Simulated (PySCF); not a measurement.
**A small calculation by hand: chemical shift, span and skew from a shielding tensor**

CH8ClNSi2, SMILES C[Si@@H](Cl)N[SiH3]. Atoms are numbered in the order given.

```xyz
13

C      1.3177    -0.9526     1.3832
Si     0.7044     0.5292     0.4184
Cl     1.4318     0.3303    -1.5467
N     -1.0349     0.6468     0.4564
Si    -2.2367    -0.6088     0.1825
H      0.9424    -1.8974     0.9428
H      0.9808    -0.8958     2.4380
H      2.4252    -0.9841     1.3626
H      1.2402     1.8308     0.9357
H     -1.3844     1.6066     0.3562
H     -1.5653    -1.9289     0.4279
H     -2.8016    -0.6014    -1.2148
H     -3.3868    -0.4421     1.1398
```

The structure is a stationary point at PBE-D3(BJ)/def2-SVP. The structure was generated by enumeration; whether it is a known compound was not checked. One conformer was computed; it need not be the lowest.

GIAO shieldings from PBE0/pcSseg-1 (PySCF), non-relativistic, no solvent. The symmetric part of the tensor of C1 has the principal values 167.1, 181.1, 194.2 ppm. The same nucleus in TMS has σ = 186.3 ppm at this level (PySCF, at its B3LYP-D3(BJ)/def2-TZVP geometry). Without spin–orbit terms, shifts of atoms bonded to Cl or Br come out too high.

Q: Work out the isotropic shielding, the ¹³C shift against TMS, the span and the skew.

A: 
σ(iso) = (σ11 + σ22 + σ33)/3 = 180.8 ppm. δ = σ(ref) − σ(iso) = 186.3 − (180.8) = 5.5 ppm.
Span Ω = σ33 − σ11 = 27.1 ppm. Skew κ = 3(σ(iso) − σ22)/Ω = -0.03. Tumbling in solution averages the tensor to δ; in a static solid the shielding alone would spread this spin-1/2 line over Ω.
